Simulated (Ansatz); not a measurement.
Start from `[CH3][GaH][C](=N)F` and change one atom or group to get `N=C(F)O[SiH3]`.

Ansatz, PBE0-D4/def2-TZVP geometries, multiplicity 1. Each molecule was computed in one conformer, which needn't be the lowest.

Scalar relativity is left out up to krypton.

```csv
property,`[CH3][GaH][C](=N)F`
LUMO energy (PBE0/def2-TZVPP) / eV,-1.68
HOMO–LUMO gap (PBE/def2-TZVPP) / eV,4.14
HOMO energy (PBE/def2-TZVPP) / eV,-6.65
LUMO energy (ωB97M-V/def2-TZVPP) / eV,0.07
HOMO energy (B3LYP/def2-TZVPP) / eV,-7.84
HOMO–LUMO gap (B3LYP/def2-TZVPP) / eV,5.87
```

Task: What does the change do to each property? (Estimate.)

Result: Ansatz gave: 
| property | `N=C(F)O[SiH3]` | shift |
| --- | --- | --- |
| LUMO energy (PBE0/def2-TZVPP) / eV | -0.46 | 1.22 |
| HOMO–LUMO gap (PBE/def2-TZVPP) / eV | 5.69 | 1.55 |
| HOMO energy (PBE/def2-TZVPP) / eV | -7.02 | -0.37 |
| LUMO energy (ωB97M-V/def2-TZVPP) / eV | 1.24 | 1.17 |
| HOMO energy (B3LYP/def2-TZVPP) / eV | -8.41 | -0.57 |
| HOMO–LUMO gap (B3LYP/def2-TZVPP) / eV | 7.72 | 1.85 |

With PBE0 the HOMO falls by 0.59 eV and the LUMO rises by 1.22 eV, so the gap widens by about 1.81 eV. PBE moves the HOMO by -0.37 eV and ωB97M-V by -0.65 eV. The zero-point energy changes by -29.2 kJ/mol with -3 modes.

B3LYP here is the variant with VWN-RPA as its local correlation; programs differ in this.
